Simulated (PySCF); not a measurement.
## Calculated data, CH9AlGeSi, CH5AlBGe, CH7AlGeSi, AlGeH4 and others

Computed with PySCF 2.14.0. Calculation on a computer-drawn molecule: the log of a Hartree-Fock and frozen-core CCSD(T) single point meant for a local Hartree-Fock minimum, with one planted fault or none, to be diagnosed. Offsets are logged minus clean, where the clean run is the same molecule without the fault. The reference is restricted for singlets and unrestricted otherwise, and also for a bond in bohr or an excited solution. Adding or removing an electron swaps singlet and doublet. The excited solution moves the top pair (singlet) or top alpha electron (doublet) to the lowest empty orbital. Highest occupied and lowest empty are orbital energies over both spins, largest force is the largest gradient component, triples share is (T) over the correlation energy, the T1 limit is 0.02 restricted and 0.045 unrestricted, electrons count all cores, a negative frequency is imaginary (commonest isotopes), and the dipole is about the centre of nuclear charge; on germanium a core potential holds 10 electrons, which the energies leave out, and 3d is frozen in MP2 and coupled-cluster steps.

Common to all runs: meant multiplicity 1; logged SCF converged yes; possible faults no fault, one electron removed, one electron added, multiplicity raised by two, geometry at a saddle point, SCF held on an excited solution, minimal basis STO-3G, one bond length entered in bohr, all coordinates scaled.

(1) CH9AlGeSi

Logged structure:
```xyz
13
CH9AlGeSi
Al    -2.8023     0.7332     1.4672
C     -1.9653     0.1848    -0.2190
Ge     0.0015    -0.0281    -0.1429
Si     1.7355    -1.2959    -4.1530
H     -3.2844    -0.3583     2.5069
H     -2.9787     2.2694     1.8040
H     -2.3689    -0.7782    -0.5528
H     -2.1677     0.9209    -1.0056
H      0.6457     1.2994     0.2995
H      0.3642    -1.0742     0.9282
H      3.2081    -1.4466    -4.0695
H      1.1453    -2.5911    -4.5702
H      1.4169    -0.2783    -5.1840
```

- meant charge: 0
- meant basis: cc-pV(D+d)Z
- meant basis and core potential on germanium: cc-pVDZ-PP ECP10MDF
- logged electrons: 74
- logged basis functions: 128
- logged spin squared: 0.972
- logged highest occupied: -8.527 eV
- logged lowest empty: 0.59364 eV
- logged largest force: 0.0063568 hartree/bohr
- logged T1 diagnostic: 0.014262
- logged D1 diagnostic: 0.050544
- logged triples share: 0.025062
- logged CC converged: yes
- logged dipole magnitude: 0.91201 debye
- logged SCF stable within its kind: yes
- logged energy HF: -867.24473 hartree
- logged energy CCSD(T): -867.72608 hartree
- planted fault: one bond length entered in bohr, row 3 of the drawn bonds
- HF energy offset from clean run: 52.14 kcal/mol
- CCSD(T) energy offset from clean run: 66.14 kcal/mol

Drawn bonds:
| atom | other atom | order |
| --- | --- | --- |
| 1 | 2 | 1 |
| 2 | 3 | 1 |
| 3 | 4 | 1 |
| 1 | 5 | 1 |
| 1 | 6 | 1 |
| 2 | 7 | 1 |
| 2 | 8 | 1 |
| 3 | 9 | 1 |
| 3 | 10 | 1 |
| 4 | 11 | 1 |
| 4 | 12 | 1 |
| 4 | 13 | 1 |

(2) CH9AlGeSi

Logged structure:
```xyz
13
CH9AlGeSi
Al    -2.6033     0.6811     1.3630
C     -1.8257     0.1717    -0.2034
Ge     0.0014    -0.0261    -0.1328
Si     0.8538    -0.6494    -2.1042
H     -3.0512    -0.3328     2.3289
H     -2.7672     2.1083     1.6759
H     -2.2007    -0.7230    -0.5135
H     -2.0138     0.8555    -0.9342
H      0.5999     1.2072     0.2782
H      0.3384    -0.9979     0.8623
H      2.2218    -0.7894    -2.0265
H      0.3055    -1.8526    -2.4917
H      0.5578     0.2960    -3.0619
```

- meant charge: 0
- meant basis: cc-pV(D+d)Z
- meant basis and core potential on germanium: cc-pVDZ-PP ECP10MDF
- logged electrons: 74
- logged basis functions: 128
- logged spin squared: 0
- logged highest occupied: -10.142 eV
- logged lowest empty: 1.5393 eV
- logged largest force: 0.058023 hartree/bohr
- logged T1 diagnostic: 0.010748
- logged D1 diagnostic: 0.025955
- logged triples share: 0.024362
- logged CC converged: yes
- logged dipole magnitude: 0.99842 debye
- logged SCF stable within its kind: yes
- logged energy HF: -867.26522 hartree
- logged energy CCSD(T): -867.76418 hartree
- planted fault: all coordinates scaled, by -7.1 %
- HF energy offset from clean run: 39.29 kcal/mol
- CCSD(T) energy offset from clean run: 42.24 kcal/mol

Drawn bonds:
| atom | other atom | order |
| --- | --- | --- |
| 1 | 2 | 1 |
| 2 | 3 | 1 |
| 3 | 4 | 1 |
| 1 | 5 | 1 |
| 1 | 6 | 1 |
| 2 | 7 | 1 |
| 2 | 8 | 1 |
| 3 | 9 | 1 |
| 3 | 10 | 1 |
| 4 | 11 | 1 |
| 4 | 12 | 1 |
| 4 | 13 | 1 |

(3) CH5AlBGe

Logged structure:
```xyz
9
CH5AlBGe
Al    -0.0127    -0.8922    -0.4640
C     -1.4424     0.2135    -0.7978
B     -0.9408     1.2762    -1.2121
Ge     0.0361     2.6736    -1.7718
H      1.2360    -0.2520    -0.7610
H     -0.2558    -2.2010     0.0278
H     -2.3636    -0.1002    -0.6368
H      1.4102     2.6107    -1.8158
H     -0.5552     3.8500    -2.1739
```

* meant charge: 1
* meant basis: cc-pV(D+d)Z
* meant basis and core potential on germanium: cc-pVDZ-PP ECP10MDF
* logged electrons: 60
* logged basis functions: 99
* logged spin squared: 0
* logged highest occupied: -15.354 eV
* logged lowest empty: -5.8524 eV
* logged largest force: 0.086465 hartree/bohr
* logged T1 diagnostic: 0.018153
* logged D1 diagnostic: 0.057856
* logged triples share: 0.035076
* logged CC converged: yes
* logged dipole magnitude: 2.2623 debye
* logged SCF stable within its kind: yes
* logged energy HF: -600.3483 hartree
* logged energy CCSD(T): -600.75183 hartree
* planted fault: all coordinates scaled, by -8.9 %
* HF energy offset from clean run: 50.27 kcal/mol
* CCSD(T) energy offset from clean run: 57.2 kcal/mol

Drawn bonds:
| atom | other atom | order |
| --- | --- | --- |
| 1 | 2 | 1 |
| 2 | 3 | 2 |
| 3 | 4 | 1 |
| 1 | 5 | 1 |
| 1 | 6 | 1 |
| 2 | 7 | 1 |
| 4 | 8 | 1 |
| 4 | 9 | 1 |

(4) CH5AlBGe

Logged structure:
```xyz
9
CH5AlBGe
Al    -0.0140    -0.9794    -0.5094
C     -1.5834     0.2344    -0.8757
B     -1.0327     1.4008    -1.3306
Ge     0.9937     4.2996    -2.4915
H      1.3568    -0.2766    -0.8353
H     -0.2808    -2.4160     0.0305
H     -2.5945    -0.1100    -0.6990
H      2.5020     4.2305    -2.5398
H      0.3446     5.5909    -2.9329
```

- meant charge: 1
- meant basis: cc-pV(D+d)Z
- meant basis and core potential on germanium: cc-pVDZ-PP ECP10MDF
- logged electrons: 60
- logged basis functions: 99
- logged spin squared: 1.0427
- logged highest occupied: -12.519 eV
- logged lowest empty: -6.6183 eV
- logged largest force: 0.014585 hartree/bohr
- logged T1 diagnostic: 0.046825
- logged D1 diagnostic: 0.18311
- logged triples share: 0.039632
- logged CC converged: yes
- logged dipole magnitude: 8.6685 debye
- logged SCF stable within its kind: yes
- logged energy HF: -600.30465 hartree
- logged energy CCSD(T): -600.69357 hartree
- planted fault: one bond length entered in bohr, row 3 of the drawn bonds
- HF energy offset from clean run: 77.66 kcal/mol
- CCSD(T) energy offset from clean run: 93.76 kcal/mol

Drawn bonds:
| atom | other atom | order |
| --- | --- | --- |
| 1 | 2 | 1 |
| 2 | 3 | 2 |
| 3 | 4 | 1 |
| 1 | 5 | 1 |
| 1 | 6 | 1 |
| 2 | 7 | 1 |
| 4 | 8 | 1 |
| 4 | 9 | 1 |

Notes: T1 above single-reference limit.

(5) CH7AlGeSi

Logged structure:
```xyz
11
CH7AlGeSi
Al     0.1896    -1.2385     1.8922
C     -0.3261     0.3418     0.9191
Si     0.3196     0.7812    -0.7691
Ge    -1.4934     1.4245     1.7146
H     -0.4325    -1.5013     3.3257
H      1.2212    -2.2677     1.2763
H     -0.2646     2.0590    -1.2563
H      1.7967     0.9338    -0.7622
H     -0.0044    -0.2718    -1.7648
H     -2.0836     1.1591     3.0938
H     -2.0241     2.7209     1.1096
```

- meant charge: 0
- meant basis: cc-pV(D+d)Z
- meant basis and core potential on germanium: cc-pVDZ-PP ECP10MDF
- logged electrons: 73
- logged basis functions: 118
- logged spin squared: 0.8214
- logged highest occupied: -0.33148 eV
- logged lowest empty: 6.0972 eV
- logged largest force: 0.040743 hartree/bohr
- logged T1 diagnostic: 0.019709
- logged D1 diagnostic: 0.085529
- logged triples share: 0.034733
- logged CC converged: yes
- logged dipole magnitude: 3.007 debye
- logged SCF stable within its kind: yes
- logged energy HF: -866.11356 hartree
- logged energy CCSD(T): -866.60845 hartree
- planted fault: one electron added
- HF energy offset from clean run: 5.668 kcal/mol
- CCSD(T) energy offset from clean run: -4.486 kcal/mol

Drawn bonds:
| atom | other atom | order |
| --- | --- | --- |
| 1 | 2 | 1 |
| 2 | 3 | 1 |
| 2 | 4 | 2 |
| 1 | 5 | 1 |
| 1 | 6 | 1 |
| 3 | 7 | 1 |
| 3 | 8 | 1 |
| 3 | 9 | 1 |
| 4 | 10 | 1 |
| 4 | 11 | 1 |

(6) AlGeH4

Logged structure:
```xyz
6
AlGeH4
Al    -1.7638     0.9172    -0.1771
Ge    -1.4705     2.9089     1.2250
H     -2.8000     0.8172    -1.4221
H     -1.3523    -0.5877     0.2702
H     -1.3281     4.1158     0.2177
H      0.0053     2.8208     1.7779
```

* meant charge: -1
* meant basis: aug-cc-pV(D+d)Z
* meant basis and core potential on germanium: aug-cc-pVDZ-PP ECP10MDF
* logged electrons: 50
* logged basis functions: 100
* logged spin squared: 2.0142
* logged highest occupied: -0.41749 eV
* logged lowest empty: 3.2619 eV
* logged largest force: 0.027903 hartree/bohr
* logged T1 diagnostic: 0.021465
* logged D1 diagnostic: 0.075428
* logged triples share: 0.028822
* logged CC converged: yes
* logged dipole magnitude: 6.7863 debye
* logged SCF stable within its kind: yes
* logged energy HF: -537.57696 hartree
* logged energy CCSD(T): -537.7971 hartree
* planted fault: multiplicity raised by two
* HF energy offset from clean run: 23.93 kcal/mol
* CCSD(T) energy offset from clean run: 38.37 kcal/mol

Drawn bonds:
| atom | other atom | order |
| --- | --- | --- |
| 1 | 2 | 1 |
| 1 | 3 | 1 |
| 1 | 4 | 1 |
| 2 | 5 | 1 |
| 2 | 6 | 1 |

(7) AlGeH4

Logged structure:
```xyz
6
AlGeH4
Al    -1.8731     0.9741    -0.1880
Ge    -1.5617     3.0893     1.3010
H     -2.9736     0.8679    -1.5103
H     -1.4362    -0.6241     0.2869
H     -1.4104     4.3710     0.2312
H      0.0057     2.9957     1.8881
```

- meant charge: -1
- meant basis: aug-cc-pV(D+d)Z
- meant basis and core potential on germanium: aug-cc-pVDZ-PP ECP10MDF
- logged electrons: 50
- logged basis functions: 100
- logged spin squared: 0
- logged highest occupied: -2.1231 eV
- logged lowest empty: 3.1603 eV
- logged largest force: 0.01798 hartree/bohr
- logged T1 diagnostic: 0.023851
- logged D1 diagnostic: 0.069133
- logged triples share: 0.035969
- logged CC converged: yes
- logged dipole magnitude: 0.41009 debye
- logged SCF stable within its kind: yes
- logged energy HF: -537.60436 hartree
- logged energy CCSD(T): -537.8495 hartree
- planted fault: all coordinates scaled, by +6.2 %
- HF energy offset from clean run: 6.729 kcal/mol
- CCSD(T) energy offset from clean run: 5.485 kcal/mol

Drawn bonds:
| atom | other atom | order |
| --- | --- | --- |
| 1 | 2 | 1 |
| 1 | 3 | 1 |
| 1 | 4 | 1 |
| 2 | 5 | 1 |
| 2 | 6 | 1 |

Notes: T1 above single-reference limit.

(8) CH9AlGe2

Logged structure:
```xyz
13
CH9AlGe2
Al    -1.9536     0.9889    -0.9924
Ge    -0.7914    -0.2742     0.8439
C      0.2489     0.8982     2.0603
Ge     1.8129     1.7619     1.2472
H     -2.2330     0.3171    -2.3974
H     -2.4528     2.4705    -0.7412
H      0.1633    -1.3467     0.2833
H     -1.8267    -1.0355     1.6999
H      0.5853     0.3086     2.9172
H     -0.4157     1.6779     2.4428
H      2.4177     2.8135     2.1857
H      1.3988     2.4649    -0.0592
H      2.8875     0.7225     0.9066
```

- meant charge: 0
- meant basis: cc-pV(D+d)Z
- meant basis and core potential on germanium: cc-pVDZ-PP ECP10MDF
- logged electrons: 93
- logged basis functions: 128
- logged spin squared: 0.7673
- logged highest occupied: -0.36781 eV
- logged lowest empty: 6.6826 eV
- logged largest force: 0.021021 hartree/bohr
- logged T1 diagnostic: 0.012187
- logged D1 diagnostic: 0.032929
- logged triples share: 0.027789
- logged CC converged: yes
- logged dipole magnitude: 10.032 debye
- logged SCF stable within its kind: yes
- logged energy HF: -871.75142 hartree
- logged energy CCSD(T): -872.26634 hartree

Drawn bonds:
| atom | other atom | order |
| --- | --- | --- |
| 1 | 2 | 1 |
| 2 | 3 | 1 |
| 3 | 4 | 1 |
| 1 | 5 | 1 |
| 1 | 6 | 1 |
| 2 | 7 | 1 |
| 2 | 8 | 1 |
| 3 | 9 | 1 |
| 3 | 10 | 1 |
| 4 | 11 | 1 |
| 4 | 12 | 1 |
| 4 | 13 | 1 |

(9) AlGeH7OSi

Logged structure:
```xyz
11
AlGeH7OSi
Al     1.2391     0.9398    -0.8696
Ge    -0.2374     2.1736     0.7667
O     -1.5792     0.9178     0.8606
Si    -1.6196    -0.4821     0.0622
H      2.4029     0.0276    -0.3144
H      1.1075     1.2581    -2.4111
H     -0.9455     3.4656     0.3373
H      0.2186     2.3621     2.2197
H     -1.5830    -1.6697     0.9347
H     -2.7224    -0.5846    -0.9106
H     -0.3357    -0.5452    -0.7678
```

* meant charge: 0
* meant basis: cc-pV(D+d)Z
* meant basis and core potential on germanium: cc-pVDZ-PP ECP10MDF
* logged electrons: 74
* logged basis functions: 118
* logged spin squared: 0
* logged highest occupied: -4.4061 eV
* logged lowest empty: -4.6339 eV
* logged largest force: 0.053927 hartree/bohr
* logged CC converged: no
* logged dipole magnitude: 2.3834 debye
* logged SCF stable within its kind: no
* logged energy HF: -902.78539 hartree

Drawn bonds:
| atom | other atom | order |
| --- | --- | --- |
| 1 | 2 | 1 |
| 2 | 3 | 1 |
| 3 | 4 | 1 |
| 1 | 5 | 1 |
| 1 | 6 | 1 |
| 2 | 7 | 1 |
| 2 | 8 | 1 |
| 4 | 9 | 1 |
| 4 | 10 | 1 |
| 4 | 11 | 1 |

Notes: CCSD not converged.

(10) AlGe2H9Si

Logged structure:
```xyz
13
AlGe2H9Si
Al    -1.8017    -1.8012    -0.0578
Ge     0.1961    -1.1068    -1.4028
Si     1.1444     1.0060    -0.7118
Ge    -0.4000     2.8236    -1.0467
H     -3.2656    -1.5556    -0.6010
H     -1.6004    -2.4718     1.3598
H     -0.1458    -0.9778    -2.8983
H      1.3185    -2.1563    -1.2949
H      1.4805     0.9430     0.7338
H      2.3929     1.2854    -1.4634
H     -0.7433     2.9827    -2.5325
H     -1.7067     2.5432    -0.2870
H      0.1742     4.1492    -0.5331
```

* meant charge: 0
* meant basis: cc-pV(D+d)Z
* meant basis and core potential on germanium: cc-pVDZ-PP ECP10MDF
* logged electrons: 99
* logged basis functions: 137
* logged spin squared: 0.7841
* logged highest occupied: -14.629 eV
* logged lowest empty: -7.4854 eV
* logged largest force: 0.043765 hartree/bohr
* logged T1 diagnostic: 0.018613
* logged D1 diagnostic: 0.074692
* logged triples share: 0.027013
* logged CC converged: yes
* logged dipole magnitude: 4.8306 debye
* logged SCF stable within its kind: yes
* logged energy HF: -1122.52655 hartree
* logged energy CCSD(T): -1122.96698 hartree

Drawn bonds:
| atom | other atom | order |
| --- | --- | --- |
| 1 | 2 | 1 |
| 2 | 3 | 1 |
| 3 | 4 | 1 |
| 1 | 5 | 1 |
| 1 | 6 | 1 |
| 2 | 7 | 1 |
| 2 | 8 | 1 |
| 3 | 9 | 1 |
| 3 | 10 | 1 |
| 4 | 11 | 1 |
| 4 | 12 | 1 |
| 4 | 13 | 1 |

Question: Which fault was planted in the run of CH9AlGe2 (entry 8)?
Answer: one electron added

Question: AlGeH7OSi (entry 9): planted fault?
Answer: SCF held on an excited solution

Question: Give the missing planted fault for AlGe2H9Si (entry 10).
Answer: one electron removed

Further results for CH9AlGe2 (entry 8):

* HF energy offset from clean run: 4.897 kcal/mol
* CCSD(T) energy offset from clean run: -5.403 kcal/mol

Further results for AlGeH7OSi (entry 9):

- HF energy offset from clean run: 271 kcal/mol

Further results for AlGe2H9Si (entry 10):

* HF energy offset from clean run: 196.7 kcal/mol
* CCSD(T) energy offset from clean run: 208.9 kcal/mol
